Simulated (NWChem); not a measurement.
System: PH, triplet; SMILES [PH]

NWChem printed, in part:

```
             Northwest Computational Chemistry Package (NWChem) 7.3.0
             --------------------------------------------------------

 ORDER OF PRIMARY AXIS IS BEING SET TO 4
 C4V symmetry detected

                             Geometry "geometry" -> ""
                             -------------------------

 Output coordinates in angstroms (scale by  1.889725989 to convert to a.u.)

  No.       Tag          Charge          X              Y              Z
 ---- ---------------- ---------- -------------- -------------- --------------
    1 P                   15.0000     0.00000000     0.00000000    -0.08926094
    2 H                    1.0000     0.00000000     0.00000000     1.33891406

 Effective nuclear repulsion energy (a.u.)       5.5579034327

      Symmetry information
      --------------------

 Group name             C4v
 Group number             18
 Group order               8
 No. of unique centers     2

                                 NWChem DFT Module
                                 -----------------

 Summary of "ao basis" -> "ao basis" (spherical)
 ------------------------------------------------------------------------------
       Tag                 Description            Shells   Functions and Types
 ---------------- ------------------------------  ------  ---------------------
 P                          def2-svp                 8       18   4s3p1d
 H                          def2-svp                 3        5   2s1p

      Symmetry analysis of basis
      --------------------------

        a1         11
        a2          0
        b1          1
        b2          1
        e          10

            General Information
            -------------------
          SCF calculation type: DFT
          Wavefunction type:  spin polarized.
          No. of atoms     :     2
          No. of electrons :    16
           Alpha electrons :     9
            Beta electrons :     7
          Charge           :     0
          Spin multiplicity:     3
          Use of symmetry is: on ; symmetry adaption is: on
          Maximum number of iterations: 150
          AO basis - number of functions:    23
                     number of shells:    11
          Convergence on energy requested:  1.00D-06
          Convergence on density requested:  1.00D-05
          Convergence on gradient requested:  5.00D-04

              XC Information
              --------------
                        M06-L Method XC Functional
                         M06-L Exchange Functional  1.000
                       M06-L Correlation Potential  1.000

             Grid Information
             ----------------
          Grid used for XC integration:  fine
          Radial quadrature: Mura-Knowles
          Angular quadrature: Lebedev.
          Tag              B.-S. Rad. Rad. Pts. Rad. Cut. Ang. Pts.
          ---              ---------- --------- --------- ---------
          P                   1.00      123           7.0       770
          H                   0.35       60           7.0       590
          Grid pruning is: on
          Number of quadrature shells:   183
          Spatial weights used:  Erf1

      Superposition of Atomic Density Guess
      -------------------------------------

 Sum of atomic energies:        -341.03693934

      Non-variational initial energy
      ------------------------------

 Total energy =    -340.895964
 1-e energy   =    -482.744303
 2-e energy   =     136.290436
 HOMO         =      -0.171218
 LUMO         =      -0.171218

 !!!!!!!!!!!!!!!!!!!!!!!!!!!!!!!!!!!!!!!!!!!!!!!!!!!!!!!!!!!!!!!!!!!!!!
 Warning - the HOMO and LUMO are degenerate and you are using symmetry.
 This can lead to non-variational energies and poor convergence.
 Modify the initial guess, or use an open-shell wavefunction, or turn
 off symmetry.
 !!!!!!!!!!!!!!!!!!!!!!!!!!!!!!!!!!!!!!!!!!!!!!!!!!!!!!!!!!!!!!!!!!!!!!

   Symmetry analysis of molecular orbitals - initial alpha
   -------------------------------------------------------

 !! scf_movecs_sym_adapt:    2 vectors were symmetry contaminated

  Symmetry fudging

 !! scf_movecs_sym_adapt:    2 vectors were symmetry contaminated

  Numbering of irreducible representations:

     1 a1          2 a2          3 b1          4 b2          5 e

  Orbital symmetries:

     1 a1          2 a1          3 a1          4 e           5 e
     6 a1          7 a1          8 e           9 e          10 a1
    11 a1         12 a1         13 e          14 e          15 e
    16 e          17 b2         18 b1         19 a1

   Symmetry analysis of molecular orbitals - initial beta
   ------------------------------------------------------

 !! scf_movecs_sym_adapt:    2 vectors were symmetry contaminated

  Symmetry fudging

 !! scf_movecs_sym_adapt:    2 vectors were symmetry contaminated

  Numbering of irreducible representations:

     1 a1          2 a2          3 b1          4 b2          5 e

  Orbital symmetries:

     1 a1          2 a1          3 a1          4 e           5 e
     6 a1          7 a1          8 e           9 e          10 a1
    11 a1         12 a1         13 e          14 e          15 e
    16 e          17 b2         18 b1         19 a1

     ---------------------------------------------
      Total Density - Mulliken Population Analysis
     ---------------------------------------------

    Atom       Charge   Shell Charges
 -----------   ------   -------------------------------------------------------
    1 P   15    15.00   2.00  1.99  1.26  0.67  5.93  1.13  2.00  0.02
    2 H    1     1.00   0.67  0.32  0.02

[...]

                         DFT ENERGY GRADIENTS

    atom               coordinates                        gradient
                 x          y          z           x          y          z
   1 P       0.000000   0.000000  -0.168679    0.000000   0.000000   0.002407
   2 H       0.000000   0.000000   2.530181    0.000000   0.000000  -0.002407
```

Level: M06-L/def2-SVP, spin-unrestricted. The geometry was optimised at PBE0-D3(BJ)/def2-TZVP, spin-unrestricted. No stability test was run on the SCF state.

Question: Write an input that gives this output.

Answer: Several could match; the one computed here: the input that was run:
```
start job
memory heap 200 mb stack 900 mb global 1100 mb
geometry units angstroms noautoz
  P      0.000000     0.000000    -0.102086
  H      0.000000     0.000000     1.326089
end
basis spherical
  * library def2-svp
end
dft
  odft
  mult 3
  xc m06-l
  grid fine
  iterations 150
  mulliken
end
task dft gradient
```
